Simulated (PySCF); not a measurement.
C2H5ClFNSi, SMILES C/N=C/[Si@H](F)Cl.

Geometry optimised at PBE0-D3(BJ)/def2-SVP. The structure was generated by enumeration; whether it is a known compound was not checked. The values are those of a single conformer.

Method: SMD-B3LYP/def2-SVP (PySCF).

Solvation free energies are E(SMD) − E(gas) at the gas-phase geometry, for 1 M in both phases. In vacuum the dipole moment is 2.46 D.

### Question
Rank water, n-hexane, ethanol by solvation free energy, most negative first.

### Answer
ethanol (-4.1 kcal/mol), n-hexane (-2.5 kcal/mol), water (-1.8 kcal/mol)
